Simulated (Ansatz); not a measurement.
Reaction (silylene formation by 1,1-elimination): `O[SiH2][SiH](O)F` → `O[SiH2]O` + `F[SiH]`

Gas-phase electronic energies from Ansatz, PBE0-D4/def2-TZVP geometries. CCSD(T)/CBS is the MP2 limit (def2-TZVPP, def2-QZVPP) plus CCSD(T) − MP2 in def2-TZVPP, frozen cores. This one scheme is used for every species. Functionals use def2-TZVPP. One conformer a species, not always the lowest.

```
          level  ΔE (eV)
    LDA (SPW92)     2.26
        BLYP-D4     1.78
       BHLYP-D4     1.98
   CAM-B3LYP-D4     1.93
        ωB97X-V     2.04
        r2SCANh     2.13
CCSD/def2-TZVPP     1.81
 MP2/def2-QZVPP     1.99
```

Task: What does CCSD(T)/CBS give? (Best estimate.)

Result: Ansatz gave: +1.91 eV. The listed levels differ from it by 0.35, -0.13, 0.07, 0.02, 0.13, 0.22, -0.10, 0.08 eV.

Task: What do rigid-rotor, harmonic-oscillator terms from PBE0-D4/def2-TZVP frequencies (298.15 K, 1 bar) make of the CCSD(T)/CBS value? (Best estimate.)

Result: The calculation gave: ΔZPE = -0.11 eV, ΔH = +1.82 eV, ΔS = 150 J/(mol·K), ΔG = +1.36 eV. Modes under 50 cm⁻¹ make the entropy rough.

Largest T1 diagnostic among the species: 0.015.

From BLYP to BHLYP (50 % exact exchange), in def2-TZVPP and without D4, ΔE moves by +0.26 eV. The D4 term adds +0.15 eV with B3LYP and +0.08 eV with PBE0; it sums over pairs of atoms, weighted by their polarisabilities, and B3LYP, whose exchange is more repulsive, gets the larger term.

B3LYP here is the variant with VWN-RPA as its local correlation; programs differ in this.
